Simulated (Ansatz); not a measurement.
Born–Oppenheimer molecular dynamics of AlF₂H₄NO (9 atoms, charge 0, multiplicity 1). It starts at the highest image of a converged band, a first-order saddle point between two minima.

Theory: RKS B3LYP-D4/6-31G* (Ansatz).

```json
{"ensemble": "NVE (velocity Verlet)", "time step": "0.5 fs", "steps asked": "200", "starting velocities drawn for": "100 K", "seed": "6315"}
```

First frame:

```xyz
9
Properties=species:S:1:pos:R:3
Al -0.674 0.321 -0.547
N 1.171 0.061 -0.213
F -1.286 -0.344 -1.934
F -1.276 1.782 -0.035
H 0.393 -0.682 0.781
O -0.724 -0.895 0.916
H 1.734 -0.491 -0.855
H 1.733 0.841 0.118
H -1.071 -0.592 1.770
```

How far do the bonds stretch over the last three quarters of this one trajectory? (Pairs bonded in most of those frames.)


```csv
bond,mean (Å),spread (Å),shortest,longest
Al1–N2,1.820,0.018,1.79,1.86
Al1–F3,1.658,0.009,1.64,1.67
Al1–F4,1.667,0.005,1.66,1.67
Al1–O6,1.999,0.045,1.93,2.06
N2–H7,1.016,0.010,1.00,1.04
N2–H8,1.017,0.018,0.99,1.05
H5–O6,0.991,0.020,0.96,1.04
O6–H9,0.974,0.016,0.95,1.00
```

Mean temperature of the second half: 121 K. The conserved energy stayed within 0.1 meV per atom of its start (net change 0.046 meV per atom), so the integration is sound. A run of 0.1 ps of so small a system gives no equilibrium averages. The orbitals stay closed-shell, which can raise the energy where a bond breaks towards radicals; this wasn't checked here.

The run took 4.6 min on 2 threads of Intel(R) Xeon(R) Platinum 8488C (Sapphire Rapids), with other jobs on the host, peak memory 0.19 GiB.
